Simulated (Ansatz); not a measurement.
Consider the atomization: `O=CN[SiH2]O` → C• + 5 H• + N• + 2 O• + Si•.

Computed with Ansatz on PBE0-D4/def2-TZVP structures; ΔE is electronic, products minus reactants. CCSD(T)/CBS adds triple-zeta CCSD(T) − MP2 to the extrapolated MP2 energy (def2 sets, frozen cores). This one scheme is used for every species, atoms too. No spin–orbit coupling; open shells (•) take unrestricted orbitals. Spin–orbit coupling would lower the free atoms: a little for C, O, Si. Each species was taken in one conformer, which may not be the lowest.

```csv
level,ΔE (kJ/mol)
HF/def2-TZVPP,2691.5
MP2/CBS(def2),4012.6
```

Question: What does CCSD(T)/CBS give? (Best estimate.)

Answer: Computed: +3914.8 kJ/mol. The listed levels differ from it by -1223.3, 97.8 kJ/mol.

Largest T1 diagnostic among the species: 0.015.

From PBE to PBE0 (25 % exact exchange), in def2-TZVPP and without D4, ΔE moves by −108.6 kJ/mol: exact exchange takes away binding that semilocal exchange gives to molecules. The D4 term adds +31.9 kJ/mol with B3LYP and +16.6 kJ/mol with PBE0; it sums over pairs of atoms, weighted by their polarisabilities, and B3LYP, whose exchange is more repulsive, gets the larger term. In def2-TZVPP, CCSD(T) changes the Hartree–Fock value by +1098.5 kJ/mol (the triples alone add +70.8 kJ/mol) and MP2 by +1196.2 kJ/mol; breaking electron pairs costs correlation energy, which Hartree–Fock lacks.

B3LYP here is the variant with VWN-RPA as its local correlation; programs differ in this.

For atomizations the MP2-based limit and the directly extrapolated one differ by several kJ/mol either way, and by 10 to 25 for some Ge, Se and Sn compounds, so smaller differences from it don't rank the levels.
